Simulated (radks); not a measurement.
Values are calculated unless marked as measured or tabulated.
How relativity changes the ionisation of the antimony ion Sb36+ ([Ne] 3s2 3p3) to Sb37+ ([Ne] 3s2 3p2). Spin-unpolarised spherical Kohn-Sham, PBE, point nucleus unless stated (finite: rms radius 4.6802 fm), a radial shooting solver on a logarithmic mesh with Libxc functionals. A level marked "c x" has the speed of light scaled by that factor and shares open shells by 2j + 1; other Dirac levels either fill j = l - 1/2 first or share by 2j + 1.

level                               E(Sb36+) (hartree)  E(Sb37+) (hartree)  IE (eV)   HOMO  <r> HOMO (bohr)
non-rel.                                   -5248.51279         -5159.72537   2416.0     3p           0.2922
scalar-rel.                                -5409.62311         -5319.54969   2451.0     3p           0.2872
scalar-rel., finite nucleus                -5409.44004         -5319.36647   2451.0     3p           0.2872
Dirac, 2j+1 shares                         -5411.49741         -5321.36467   2452.6  3p3/2           0.2894
Dirac, low j first                         -5413.82802         -5324.52759   2430.0  3p3/2           0.2894
Dirac, 2j+1 shares, finite nucleus         -5411.31380         -5321.18094   2452.6  3p3/2           0.2894
Dirac, c x 0.75                            -5556.31417         -5465.04151   2483.7  3p3/2           0.2872
Dirac, c x 0.85                            -5480.75590         -5390.07176   2467.6  3p3/2           0.2883
Dirac, c x 1.5                             -5318.12556         -5228.75511   2431.9  3p3/2           0.2909

NIST Atomic Spectra Database: 2428 eV (theoretical). The relativistic part of the total energy of Sb36+ is -162.8 hartree (Dirac, 2j+1 shares, finite nucleus), 3.1 % of the non-relativistic value. Spin polarisation and multiplet splitting of open shells are left out at every level.

Beside tabulated values, note that relativity, absent from the non-relativistic runs, is large for the heavy elements, and spin-unpolarised runs miss the spin-polarisation part of the exchange energy of open shells.
